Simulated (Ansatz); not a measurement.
Input for Ansatz (a first-principles code): U-PBE/def2-TZVPP on Br3Cr (SMILES [Br][Cr]([Br])[Br]), 2S+1 = 4, a spin state set in the input, which need not be the lowest.

Ansatz 0.2 input:
```yaml
crystal:
  periodic: [false, false, false]
  atoms:
    - {symbol: Cr, position_ang: [0.03710379, 0.14010096, 0.07838490]}
    - {symbol: Br, position_ang: [2.10677317, -0.42254345, -0.72321111]}
    - {symbol: Br, position_ang: [-0.85048578, -1.06288524, 1.81302786]}
    - {symbol: Br, position_ang: [-1.35137890, 1.41229300, -1.22424581]}
basis:
  gaussian:
    orbitals: def2-TZVPP
hamiltonian:
  xc: {name: PBE}
magnetization: {spin_polarized: true, initial_magnetization: 3}
```

Q: What total energy does the run end on?

A: -8765.7222 hartree.

Q: How many basis functions does it have, and what does it roughly cost on one machine?

A: 208 functions; very roughly 40 core-seconds.
